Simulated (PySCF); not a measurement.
Isomers of CH6OSi2. All species are isolated molecules in the gas phase. One relaxed conformer stands for each flexible species; it need not be the lowest. Strings in code marks are SMILES.

Delta-SCF ions had no search for a lower state. 

A: `OC[SiH]=[SiH2]` (H–O–C–Si torsion -173°, O–C–Si–Si torsion -106°)
B: `[SiH3][C@@H]1O[SiH2]1`
C: `[SiH3]OC=[SiH2]` (Si–C–O–Si torsion 0°)
D: `C=[SiH]O[SiH3]` (C–Si–O–Si torsion 1°)
E: `C/[SiH]=[SiH]/O` (Si–Si–O–H torsion 129°)
F: `[SiH3][Si@@H]1CO1`

**Question.** Put the candidates in order of vertical ionisation energy (Delta-SCF), lowest first, for TPSSh-D3(BJ)/def2-TZVP // B3LYP-D3(BJ)/def2-TZVP (PySCF).

**Answer.** E (7.41 eV), A (7.73 eV), C (7.85 eV), D (8.20 eV), F (9.51 eV), B (9.63 eV)
